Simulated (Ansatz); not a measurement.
Born–Oppenheimer molecular dynamics of BH$_{3}$O$_{3}$ (7 atoms, charge 0, multiplicity 1). It starts from a relaxed structure.

Computed with RKS PBE-D4/def2-SVP in Ansatz.

```json
{"ensemble": "NVT, Nosé–Hoover chain", "time step": "0.5 fs", "steps asked": "250", "set temperature": "700 K", "thermostat": "time constant 100 fs, chain length 3 (defaults)", "seed": "463397"}
```

First frame:

```xyz
7
Properties=species:S:1:pos:R:3
B 0.069 -0.271 0.101
O -0.090 -0.031 1.448
H -1.015 -0.030 1.741
O 1.355 -0.256 -0.372
H 1.366 -0.450 -1.325
O -0.958 -0.520 -0.797
H -1.845 -0.522 -0.404
```

Question: What does the run give?

Answer: The run went to its last step.

```yaml
steps_done: 250
time_covered: 125 fs
mean_temperature_over_the_second_half: 458 K
spread_of_the_potential_energy_over_the_second_half: 11.6 meV per atom
mean_potential_energy_of_the_second_half_above_the_start: 40.0 meV per atom
```

The conserved energy stayed within 0.81 meV per atom of its start (net change 0.056 meV per atom), so the integration is sound. The mean temperature of the second half is 35 % below the set value. A run of 0.12 ps of so small a system gives no equilibrium averages.

Question: What happens to the structure?

Answer: The same pairs are bonded in the first frame and the last. Pairs count as bonded within 1.25 times the sum of covalent radii (0.12 Å more for H–H). Another seed would give other details.

Question: How do temperature and energy run in time?

Answer: 
| time (fs) | T (K) | potential energy less start (eV) | conserved less start (meV/atom) |
| --- | --- | --- | --- |
| 0 | 700 | 0.000 | 0.00 |
| 4 | 469 | 0.150 | 0.09 |
| 8 | 223 | 0.310 | 0.27 |
| 12 | 353 | 0.226 | 0.19 |
| 16 | 352 | 0.231 | 0.44 |
| 20 | 281 | 0.279 | 0.59 |
| 24 | 111 | 0.390 | 0.51 |
| 28 | 164 | 0.357 | 0.47 |
| 32 | 384 | 0.217 | 0.38 |
| 36 | 606 | 0.076 | 0.07 |
| 40 | 401 | 0.214 | 0.21 |
| 44 | 356 | 0.246 | 0.16 |
| 48 | 507 | 0.152 | 0.03 |
| 52 | 395 | 0.232 | 0.40 |
| 56 | 289 | 0.308 | 0.51 |
| 60 | 130 | 0.415 | 0.56 |
| 64 | 237 | 0.351 | 0.66 |
| 68 | 430 | 0.233 | 0.48 |
| 72 | 483 | 0.207 | 0.23 |
| 76 | 382 | 0.282 | 0.34 |
| 80 | 586 | 0.157 | 0.04 |
| 84 | 618 | 0.147 | 0.01 |
| 88 | 403 | 0.299 | 0.39 |
| 92 | 305 | 0.372 | 0.38 |
| 96 | 229 | 0.430 | 0.58 |
| 100 | 372 | 0.348 | 0.76 |
| 104 | 441 | 0.317 | 0.59 |
| 108 | 333 | 0.398 | 0.46 |
| 112 | 471 | 0.319 | 0.46 |
| 116 | 818 | 0.108 | 0.04 |
| 120 | 733 | 0.181 | 0.10 |
| 124 | 509 | 0.340 | 0.34 |

Time of the run: 6 min on 1 thread of Arm Neoverse V1, with other jobs on the host, peak memory 0.12 GiB.
